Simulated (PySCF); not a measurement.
UHF on As+ (arsenic, charge +1)

Configuration: [Ar] 3d10 4s2 4p2, high-spin 3P determinant. All numbers are calculated (PySCF 2.14, scalar relativity by spin-free X2C-1e, in cc-pVTZ-DK).

```json
{
  "Total energy": "-2258.668413 hartree",
  "One-electron energy": "-3134.4347 hartree",
  "Hartree (Coulomb) energy": "958.2690 hartree",
  "Exchange energy": "-82.5028 hartree",
  "⟨S²⟩": "2.0090",
  "⟨L²⟩": "2.026",
  "Sum of ⟨r⟩": "21.60 bohr",
  "Sum of ⟨r²⟩": "30.19 bohr²",
  "Traceless quadrupole moment −½Σ⟨3z² − r²⟩ along its main axis": "2.50 e·bohr²",
  "Langevin diamagnetic susceptibility": "-23.9 ×10⁻⁶ cm³/mol",
  "Time after the integrals": "0.12 s of wall time on 1 thread of Neoverse-V2 (shared host)"
}
```

```tsv
shell	electrons	mean orbital energy (eV)	spread (eV)	rms radius, mean of both spins (bohr)
1s α	1	-11954.0	0	0.0524
1s β	1	-11953.9	0	0.0524
2s α	1	-1582.2	0	0.219
2s β	1	-1582.2	0	0.219
2p α	3	-1384.0	0.053	0.196
2p β	3	-1383.8	0.164	0.196
3s α	1	-235.37	0	0.639
3s β	1	-235.06	0	0.639
3p α	3	-171.69	0.039	0.667
3p β	3	-171.27	0.571	0.667
3d α	5	-66.406	0.352	0.748
3d β	5	-66.192	0.580	0.748
4s α	1	-30.440	0	2.06
4s β	1	-25.310	0	2.06
4p α	2	-18.440	0	2.48
```

Densities and radii are taken from the X2C orbitals without a picture-change correction, which distorts them close to the nucleus.
